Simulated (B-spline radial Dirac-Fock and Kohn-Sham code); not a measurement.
**Xe 4d3/2: cross section and angular parameters**

System: neutral xenon in the configuration 1s2 2s2 2p6 3s2 3p6 3d10 4s2 4p6 4d10 5s2 5p6; threshold 69.50 eV (tabulated edge). Calculated with a radial B-spline solver, using Dirac-Hartree-Slater photoionisation with a Latter tail; cross sections with all multipoles, angular parameters from the dipole term and its interference with E2.

For linearly polarised light dσ/dΩ = σ/(4π) [1 + β P₂(cos θ) + (δ + γ cos²θ) sin θ cos φ], with θ from the polarisation vector and φ the angle between the beam and the projection of the electron momentum on the plane normal to the polarisation.

```tsv
hν (eV)	σ (kb)	β	γ	δ
110	1810	1.437	-0.059	-0.007
121	?	?	?	?
145	196	1.121	-0.480	0.077
186	203	-0.818	-0.052	0.092
200	240	-0.612	0.044	0.068
305	344	0.469	0.099	0.003
357	323	0.700	0.058	-0.002
522	216	1.062	-0.021	0.001
758	116	1.252	-0.023	0.012
800	105	1.271	-0.015	0.013
958	72.6	1.316	0.023	0.020
1000	66.2	1.324	0.035	0.021
1250	39.9	1.348	0.115	0.030
1253.6	39.6	1.349	0.117	0.030
1340	33.7	1.351	0.146	0.032
1410	29.8	1.351	0.171	0.035
1486.9	26.1	1.349	0.198	0.037
1720	18.0	1.340	0.278	0.044
2250	8.73	1.300	0.449	0.059
4910	0.816	1.072	1.042	0.136
5414.7	0.590	1.036	1.120	0.151
6840	0.267	0.946	1.302	0.194
7440	0.199	0.913	1.364	0.212
8047.8	0.151	0.882	1.422	0.230
9251.7	0.0916	0.826	1.520	0.265
10500	0.0577	0.775	1.604	0.301
```

Problem. Give the values at 121 eV.

Solution. σ = 790 kb, β = 1.801, γ = -0.149, δ = -0.002.
